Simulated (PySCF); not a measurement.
C₃H₅, SMILES [CH2]C=C (connectivity only; charge and spin as stated), charge +1, multiplicity 1.

Coordinates come from a B3LYP-D3(BJ)/def2-TZVP optimisation. The multiplicity is an assumed one; other spin states were not compared. The isomer is the one that the SMILES or the coordinates give; other isomers of the formula were not compared.

Method: B3LYP-D3(BJ)/def2-TZVP run with PySCF 2.14.0.

Frequencies are harmonic and unscaled.

Computed normal modes with their intensities:
| mode | ν (cm⁻¹) | IR (km/mol) | Raman (Å⁴/amu) | depolarisation | moving atoms (share of kinetic energy) |
|---|---|---|---|---|---|
| 1 | 312 | 9.8 | 0.4 | 0.75 | H 74 %, C 26 % |
| 2 | 446 | 0.2 | 7.2 | 0.38 | C 53 %, H 47 % |
| 3 | 618 | 0.0 | 0.8 | 0.75 | H 100 % |
| 4 | 958 | 2.0 | 0.0 | – | H 86 %, C 14 % |
| 5 | 1046 | 38.1 | 0.1 | 0.75 | H 87 %, C 13 % |
| 6 | 1057 | 1.3 | 27.5 | 0.21 | H 54 %, C 46 % |
| 7 | 1160 | 20.9 | 0.0 | – | H 67 %, C 33 % |
| 8 | 1162 | 0.0 | 0.9 | 0.75 | H 74 %, C 26 % |
| 9 | 1303 | 51.2 | 7.8 | 0.75 | H 76 %, C 24 % |
| 10 | 1315 | 3.9 | 28.4 | 0.11 | C 58 %, H 42 % |
| 11 | 1454 | 102.1 | 2.3 | 0.75 | H 81 %, C 19 % |
| 12 | 1554 | 12.2 | 4.1 | 0.00 | H 70 %, C 30 % |
| 13 | 1616 | 180.5 | 0.9 | 0.75 | C 72 %, H 28 % |
| 14 | 3138 | 1.4 | 164.0 | 0.08 | H 95 % |
| 15 | 3139 | 9.8 | 0.3 | 0.75 | H 95 % |
| 16 | 3196 | 4.9 | 75.2 | 0.37 | H 91 %, C 9 % |
| 17 | 3240 | 9.3 | 32.5 | 0.75 | H 89 %, C 11 % |
| 18 | 3243 | 22.2 | 45.5 | 0.56 | H 89 %, C 11 % |
